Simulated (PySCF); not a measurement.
A structure optimised at PBE-D3(BJ)/def2-SVP, used in a PySCF frequency run:

```
Si
O 1 1.6641
H 2 0.9747 1 112.57
O 1 1.6679 2 107.05 3 25.47
H 4 0.9734 1 113.78 2 -150.25
O 1 1.6741 2 116.39 3 -90.98
H 6 0.9739 1 113.36 2 -75.19
Se 1 2.2877 2 101.63 3 149.52
H 8 1.4860 1 91.82 2 169.35
```
Charge 0, spin multiplicity 1.

Q: Write its SMILES and formula.

A: O[Si](O)(O)[SeH], H4O3SeSi

Q: What are its rotational constants (standard atomic weights)?

A: 3.8395, 1.4509, 1.3943 GHz
